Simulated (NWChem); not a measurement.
# Basis-set dependence for iodine (I$_{2}$)

```
I
I 1 2.6824
```
Charge 0, spin multiplicity 1.

Everything below was run with NWChem. The geometry was optimised at PBE0/def2-SVP with def2 effective core potentials on I, a minimum by its harmonic frequencies.

Hartree-Fock energies in Ha, correlation energies in mHa.

Effective core potentials replace the inner electrons of I; spin-orbit coupling is left out. The correlated methods keep 8 core orbitals frozen.

```
basis      functions         RHF      MP2  SCS-MP2
---------  ---------  ----------  -------  -------
def2-SVP          52  -593.31630   -234.0   -219.4
def2-TZVP        100  -593.33922   -985.8   -867.7
def2-QZVP        164  -593.34308  -1329.3  -1173.5
```

From def2-TZVP to def2-QZVP the Hartree-Fock energy moves by -3.9 mHa and the MP2 correlation energy by -343.5 mHa, which is 26 % of its value in the larger set.
